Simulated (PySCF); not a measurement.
Ga(H)(SeH)2 (GaH3Se2), SMILES [SeH][GaH][SeH].

Geometry optimised at B3LYP-D3(BJ)/def2-SVP. The structure was generated by enumeration; whether it is a known compound was not checked. One conformer was computed; it need not be the lowest.

Two levels are set side by side: PBE/def2-TZVPD (PySCF) and ωB97X/def2-TZVPD (PySCF). Same geometry, gas phase. Differences are taken from unrounded values.

| quantity | ωB97X |
|---|---|
| orbital gap (eV) | 9.78 |
| highest occupied level (eV) | -9.40 |
| lowest empty level (eV) | 0.39 |
| dipole moment (D) | 0.23 |
| mean polarisability (bohr³) | 90.6 |

What does PBE give, and how far is it from ωB97X? (An estimate is asked for; the answer gives what the named calculation found.)


| quantity | PBE | PBE minus ωB97X |
|---|---|---|
| orbital gap (eV) | 3.98 | -5.80 |
| highest occupied level (eV) | -6.09 | 3.31 |
| lowest empty level (eV) | -2.11 | -2.50 |
| dipole moment (D) | 0.32 | 0.08 |
| mean polarisability (bohr³) | 96.1 | 5.5 |

Without exact exchange PBE keeps part of each electron's self-repulsion, which lifts occupied levels and narrows the gap. Loosely held outer electrons make PBE densities more polarisable. Differences between two approximate levels are no errors against the true value.

Rough cost on one machine, each run with all the roots and properties that it gave: ωB97X against PBE within a factor of 2.
